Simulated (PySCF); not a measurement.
# Magnetic susceptibility: `C#C[Si@H](O)OC`, C3H6O2Si

Cartesian coordinates in Å; atom numbers follow the order of the lines, from 1:
```xyz
12

C     2.1798    1.2604   -0.9454
C     1.5099    0.4224   -0.3696
Si    0.4920   -0.8374    0.5071
O     0.7700   -2.3492   -0.0850
O    -1.0961   -0.4512    0.2633
C    -1.6736    0.8232    0.3275
H     2.7776    1.9973   -1.4527
H     0.8609   -0.8831    1.9407
H     0.6307   -2.4724   -1.0287
H    -2.6689    0.7841   -0.1403
H    -1.8017    1.1599    1.3718
H    -1.0703    1.5793   -0.2065
```

Method used: PySCF 2.14.0, GIAO mPW1PW91/6-31G* magnetisability, rotational g tensor and spin-rotation constants, non-relativistic, gas phase. Geometry: PBE0-D3(BJ)/def2-SVP.

(1) How diamagnetic is it, and how anisotropic?

(2) Split it along the inertial axes a, b, c into diamagnetic and paramagnetic parts about the centre of mass, with the quadrupole moment.

(3) And the rotational g tensor?

## Answers

(1) Isotropic -997 × 10⁻³⁰ J/T², or -60.0 × 10⁻⁶ cm³/mol; principal values -1058, -983, -950 × 10⁻³⁰ J/T², anisotropy 96 × 10⁻³⁰ J/T² (root of half the summed squared differences of the principal values). The susceptibility is in cgs units.

(2) 
```csv
axis,χ (10⁻⁶ cm³/mol),diamagnetic (10⁻⁶ cm³/mol),paramagnetic (10⁻⁶ cm³/mol),summed x² of all electrons (Å²),quadrupole Θ (D Å)
a,-58.9,-466.4,407.5,108.0,+1.73
b,-63.7,-537.9,474.2,91.1,-1.78
c,-57.5,-844.8,787.2,18.8,+0.05
```
Anisotropies 2χaa − χbb − χcc = +3.6 and 2χbb − χaa − χcc = -11.0 × 10⁻⁶ cm³/mol. Θ is traceless in Buckingham's convention.

(3) 
```
axis  rotational constant (GHz)        g  nuclear part  electronic part
   a                     3.1611  -0.0186        0.5866          -0.6052
   b                     2.6235  -0.0069        0.5776          -0.5844
   c                     1.5599  -0.0094        0.5675          -0.5769
```
Asymmetric top; isotopes 12C, 1H, 16O, 28Si; no vibrational averaging.
